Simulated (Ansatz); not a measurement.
## Which method gave which barrier?

Saddle point of Si3NH9ClF, closed shell (Si₃NH₈Cl ([SiH3][N]([SiH3])[SiH2][Cl]) + HF → Si₃NH₈F ([F][SiH2][N]([SiH3])[SiH3]) + HCl; bonds formed: Si1–F7, Cl2–H6; bonds broken: Si1–Cl2, H6–F7), PBE0-D4/def2-TZVP structure:

```csv
atom,x (Å),y (Å),z (Å)
Si1,0.6436,1.1311,0.4836
Cl2,3.0080,1.6454,0.9714
N3,-0.3424,-0.0924,-0.2074
Si4,-1.1956,-1.2835,0.7472
Si5,-0.5577,-0.1373,-1.9401
H6,2.3353,0.4062,1.6542
F7,1.3869,-0.1677,1.6802
H8,0.0465,1.8908,1.5928
H9,0.9051,1.9697,-0.7087
H10,-1.3773,-0.7561,2.1218
H11,-0.4671,-2.5760,0.7978
H12,-2.5246,-1.5106,0.1223
H13,-0.9330,-1.5295,-2.3036
H14,0.7092,0.2318,-2.6189
H15,-1.6369,0.7782,-2.3927
```

Computed with Ansatz 0.2.0 (basis: def2-TZVPP, with def2-QZVPP for the basis limit); correlated methods freeze the cores. Extrapolation: Hartree–Fock as exp(−7.88 √X), correlation as X^−2.97. Four methods, as single points on the PBE0-D4 structures, gave these electronic barriers from the start structure: 1.026, 1.097, 1.334, 1.832 eV.

Q: The methods were, in alphabetical order, CCSD(T), HF, PBE-D4, r2SCAN-D4. Which gave which? (A judgement: the text doesn't fix the answer.)

A: By the calculation: PBE-D4 1.026; r2SCAN-D4 1.097; CCSD(T) 1.334; HF 1.832 eV. For comparison, CCSD(T) at an estimated basis limit (MP2 extrapolated from triple and quadruple zeta, plus CCSD(T) − MP2 in triple zeta) gives 1.333 eV.

The T1 diagnostic stays at or below 0.012.

Labels in which every atom is bracketed show which atoms are joined, not bond orders.

For scale, one of the runs: CCSD(T)/def2-TZVPP, 356 basis functions, launched by `ansatz run in.yaml --threads 4 --pin off --events-out ev --progress --plain --max-ram 66560MiB --backend cuda --devices 0, --max-vram 37GiB`. Hardware: 4 CPU threads of an AMD EPYC 7R13 and a share of one NVIDIA H100, shared host. Wall time 19 s; peak host memory 0.86 GiB.
